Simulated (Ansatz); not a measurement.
ClFGe₂H₂O, SMILES `[F][Ge@H]1[O][Ge@H]1[Cl]`. Charge 0, multiplicity 1. All single points use the PBE0-D4/def2-TZVP geometry.

```xyz
7

F     0.930    1.595   -1.591
Ge    0.473   -0.001   -1.106
O     1.050   -0.361    0.574
Ge   -0.751   -0.256    0.841
Cl   -1.311    1.451    1.995
H     0.978   -0.935   -2.210
H    -1.369   -1.494    1.497
```

What is the dipole moment at ωB97M-V/def2-TZVPP? (An estimate is asked.)

Computed: 3.58 D, with components (-1.85, -2.79, -1.28) D in this frame, pointing from negative to positive charge.

And with PBE, r2SCAN, B3LYP? (Best estimate.)

Ansatz gave: PBE 3.21 D, r2SCAN 3.35 D, B3LYP 3.51 D.

Give the Mulliken charges with ωB97M-V, r2SCAN, PBE in def2-TZVPP. (Best estimate.)

The calculation gave: 
```
atom  ωB97M-V  r2SCAN    PBE
  F1    -0.35   -0.35  -0.31
 Ge2     0.59    0.62   0.54
  O3    -0.51   -0.50  -0.43
 Ge4     0.41    0.46   0.40
 Cl5    -0.24   -0.27  -0.24
  H6     0.05    0.01   0.01
  H7     0.05    0.02   0.02
```

B3LYP here is the variant with VWN-RPA as its local correlation; programs differ in this.
